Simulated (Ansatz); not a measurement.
Ideal-gas functions of C$_{2}$H$_{3}$BrO (`BrC1CO1`) at 800 K and 1 bar, from an Ansatz frequency run at PBE0-D4/def2-TZVP.

Molar mass 122.95 g/mol, point group C1 (symmetry number 1), electronic degeneracy 1, moments of inertia 25.963, 194.916, 203.023 u Å². Harmonic wavenumbers (cm⁻¹, unscaled): 298, 337, 583, 875, 938, 1018, 1095, 1155, 1174, 1276, 1359, 1518, 3120, 3184, 3220.

Use S(trans) = R[1.5 ln M + 2.5 ln T − 1.1517]; rotational temperatures θ = 24.2544 K / I; S(rot) = R[ln(√π/σ · √(T³/θAθBθC)) + 1.5]; for each mode x = 1.438777 ν̃/T, S = R[x/(eˣ − 1) − ln(1 − e⁻ˣ)] and H = RT x/(eˣ − 1); 1 cm⁻¹ = 0.0119627 kJ/mol; R = 8.31446 J/(mol·K).

Problem. By hand: the entropy, in J/(mol·K).

Solution. Translation 189.4. Rotation: θ = 0.9342, 0.1244, 0.1195 K, giving 118.4. Vibration, mode by mode: 13.60, 12.60, 8.29, 5.35, 4.89, 4.36, 3.91, 3.59, 3.49, 3.02, 2.69, 2.14, 0.20, 0.18, 0.17, in all 68.5. Electronic 0.0. Sum 376.3 J/(mol·K).

Problem. By hand: H − E and G − E in kJ/mol, counted from the electronic energy.

Solution. Zero-point energy ½ × 21150 × 0.0119627 = 126.5; thermal vibration 32.2; translation, rotation and pV give 4 RT = 26.6. H − E = 185.3 kJ/mol, and G − E = 185.3 − 800 × 376.3/1000 = -115.7 kJ/mol.

Vibration gives 18 % of the entropy. The sum counts one conformer and one mirror image; others add a mixing term.
